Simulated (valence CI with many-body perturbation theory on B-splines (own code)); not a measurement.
**Level structure of Ta⁵⁰⁺**

Calculated by valence CI with perturbative core correlation (CI+MBPT): five valence electrons over a frozen Dirac-Fock core [Ar], a basis of 7 s, 7 p, 8 d, 6 f, 4 g, 1 h functions for each j, with the one-electron correlation potential Σ1, the two-electron term Σ2, the three-electron term Σ3, Breit, model QED; selected CI, second order for the rest, scaled by the run's own slope (own B-spline code, finite nucleus).

No measured spectrum was set against this ion. As an estimate, large intervals hold to a few tenths of a per cent, small ones and those within an open d or f shell to about a per cent. Among the levels kept, up to 570 cm⁻¹ of a level comes from second order outside the variational space, and about a tenth of that is noise between levels of different J, which matters for small intervals. Only levels of the ground parity were solved; by the run's estimate the other parity begins above the list, which can be wrong where configurations are misplaced.

Levels 1 to 32 of 32, with energies above the lowest level, (3d3/2^4 3d5/2) J=5/2. "Leading %" is the weight of the configuration and term that name the level; weights of strongly mixed levels are sums over their largest components and can fall short, so below about 35 % the name and the second component can differ from the true leading terms, or belong to a minority configuration. In the jj column 3d3/2^4 stands for four electrons in 3d with j = 3/2. Lifetimes count E1, E2, E3, M1 and M2 decay at the calculated energies, and are blank where another channel may lead or the interval is too uncertain; long ones can be off by a factor of two.

| No. | Configuration | Term | J | E (cm⁻¹) | Leading % | Leading jj | Second component | Lifetime |
| --- | --- | --- | --- | --- | --- | --- | --- | --- |
| 1 | 3d5 | 4P | 5/2 | 0 | 26 | 3d3/2^4 3d5/2 (97 %) | 25 % 3d5 2D |  |
| 2 | 3d5 | 6S | 5/2 | 436780 | 35 | 3d3/2^3 3d5/2^2 (94 %) | 22 % 3d5 2F | 359 ns |
| 3 | 3d5 | 4G | 7/2 | 529810 | 33 | 3d3/2^3 3d5/2^2 (99 %) | 26 % 3d5 2F | 755 ns |
| 4 | 3d5 | 2H | 11/2 | 540260 | 44 | 3d3/2^3 3d5/2^2 (99 %) | 33 % 3d5 4G |  |
| 5 | 3d5 | 4D | 3/2 | 544240 | 38 | 3d3/2^3 3d5/2^2 (99 %) | 29 % 3d5 4P | 320 ns |
| 6 | 3d5 | 2G | 9/2 | 583860 | 32 | 3d3/2^3 3d5/2^2 (98 %) | 28 % 3d5 4G | 431 μs |
| 7 | 3d5 | 2D | 5/2 | 612900 | 33 | 3d3/2^3 3d5/2^2 (95 %) | 27 % 3d5 4D | 12.8 μs |
| 8 | 3d5 | 4P | 1/2 | 640480 | 42 | 3d3/2^3 3d5/2^2 (92 %) | 31 % 3d5 2S | 49.4 μs |
| 9 | 3d5 | 2F | 7/2 | 649040 | 39 | 3d3/2^3 3d5/2^2 (98 %) | 33 % 3d5 2G | 9.62 μs |
| 10 | 3d5 | 2D | 3/2 | 781510 | 62 | 3d3/2^3 3d5/2^2 (91 %) | 19 % 3d5 4F | 3.46 μs |
| 11 | 3d5 | 6S | 5/2 | 958720 | 34 | 3d3/2^2 3d5/2^3 (93 %) | 27 % 3d5 2D | 167 ns |
| 12 | 3d5 | 4D | 7/2 | 1027000 | 52 | 3d3/2^2 3d5/2^3 (99 %) | 42 % 3d5 4G | 305 ns |
| 13 | 3d5 | 2I | 11/2 | 1030600 | 50 | 3d3/2^2 3d5/2^3 (99 %) | 50 % 3d5 4G | 451 ns |
| 14 | 3d5 | 4G | 9/2 | 1046700 | 62 | 3d3/2^2 3d5/2^3 (98 %) | 35 % 3d5 2G | 454 ns |
| 15 | 3d5 | 2I | 13/2 | 1070700 | 100 | 3d3/2^2 3d5/2^3 (100 %) |  | 2.33 μs |
| 16 | 3d5 | 4D | 1/2 | 1084300 | 78 | 3d3/2^2 3d5/2^3 (98 %) | 16 % 3d5 2S | 244 ns |
| 17 | 3d5 | 4P | 3/2 | 1094000 | 53 | 3d3/2^2 3d5/2^3 (98 %) | 35 % 3d5 4F | 172 ns |
| 18 | 3d5 | 2F | 5/2 | 1103200 | 42 | 3d3/2^2 3d5/2^3 (98 %) | 32 % 3d5 4D | 315 ns |
| 19 | 3d5 | 2H | 9/2 | 1145100 | 53 | 3d3/2^2 3d5/2^3 (100 %) | 47 % 3d5 4F | 264 ns |
| 20 | 3d5 | 2G | 7/2 | 1164400 | 61 | 3d3/2^2 3d5/2^3 (100 %) | 35 % 3d5 2F | 876 ns |
| 21 | 3d5 | 4F | 5/2 | 1181500 | 64 | 3d3/2^2 3d5/2^3 (99 %) | 26 % 3d5 2D | 249 ns |
| 22 | 3d5 | 2D | 3/2 | 1186300 | 85 | 3d3/2^2 3d5/2^3 (91 %) | 13 % 3d5 4D | 647 ns |
| 23 | 3d5 | 2G | 7/2 | 1233200 | 47 | 3d3/2^2 3d5/2^3 (96 %) | 34 % 3d5 2F | 478 ns |
| 24 | 3d5 | 4P | 1/2 | 1233900 | 44 | 3d3/2^2 3d5/2^3 (87 %) | 39 % 3d5 2P | 323 ns |
| 25 | 3d5 | 2G | 9/2 | 1302900 | 79 | 3d3/2^2 3d5/2^3 (98 %) | 10 % 3d5 4F | 838 ns |
| 26 | 3d5 | 2P | 3/2 | 1425700 | 74 | 3d3/2^2 3d5/2^3 (98 %) | 24 % 3d5 2D | 809 ns |
| 27 | 3d5 | 2D | 5/2 | 1452300 | 78 | 3d3/2^2 3d5/2^3 (92 %) | 10 % 3d5 4D | 439 ns |
| 28 | 3d5 | 4P | 5/2 | 1557000 | 34 | 3d3/2 3d5/2^4 (95 %) | 28 % 3d5 2F | 110 ns |
| 29 | 3d5 | 2F | 7/2 | 1627200 | 28 | 3d3/2 3d5/2^4 (99 %) | 27 % 3d5 4F | 158 ns |
| 30 | 3d5 | 2H | 11/2 | 1639400 | 55 | 3d3/2 3d5/2^4 (99 %) | 27 % 3d5 2I | 202 ns |
| 31 | 3d5 | 4D | 3/2 | 1652800 | 31 | 3d3/2 3d5/2^4 (98 %) | 30 % 3d5 2D | 127 ns |
| 32 | 3d5 | 2G | 9/2 | 1698100 | 54 | 3d3/2 3d5/2^4 (97 %) | 18 % 3d5 4F | 225 ns |

The ionisation energy to 3d4 3P_0 of the next ion comes out as 4537.9 eV (NIST: 4537 ± 4 eV (theoretical)). All 32 levels together are meant to be complete up to 1718900 cm⁻¹.
